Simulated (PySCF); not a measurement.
A GIAO shielding run with PySCF (density fitting, non-relativistic, gas phase) on `OB(O)C1=C[C@@H](F)CC1`, C$_{5}$H$_{8}$BFO$_{2}$:

```
$ OMP_NUM_THREADS=1 python probes_run.py task.json out

{"job": {"kind": "nmr", "xc": "mPW1PW91", "basis": "pcSseg-1", "pop": false}, "charge": 0, "multiplicity": 1}
O      2.724526     0.288771    -0.998994
B      1.969315     0.523088     0.104731
O      2.558007     1.118578     1.182047
C      0.461585     0.098930     0.065557
C     -0.383828     0.060817     1.109907
C     -1.738276    -0.461706     0.731596
F     -2.763340     0.282258     1.280064
C     -1.725529    -0.379389    -0.793112
C     -0.240917    -0.396012    -1.178640
H      3.632248     0.588914    -0.876543
H      1.943752     1.288045     1.901845
H     -0.148873     0.312065     2.149618
H     -1.872875    -1.497123     1.101050
H     -2.327268    -1.158896    -1.280736
H     -2.168097     0.597249    -1.046535
H      0.106405    -1.418748    -1.411071
H     -0.007051     0.207765    -2.068867
```

Hardware: 1 thread of an Arm Neoverse V1, shared host. The job also computes ring-centre shieldings.

**Question.** How large is the calculation?

**Answer.** 68 electrons, 193 basis functions and 994 auxiliary functions.

**Question.** How long does it take, and how much memory does it need?

**Answer.** 27 s of wall time, with 14 SCF cycles and 5 response iterations; peak memory 0.95 GiB. Times on a shared host scatter by some tens of per cent.

**Question.** And these other runs on the same molecule and hardware: GIAO shielding at PBE0/pcSseg-1; spin–spin coupling at B3LYP/pcJ-1?

**Answer.** PBE0/pcSseg-1: 193 functions, 36 s; B3LYP/pcJ-1: 323 functions, 95 s.
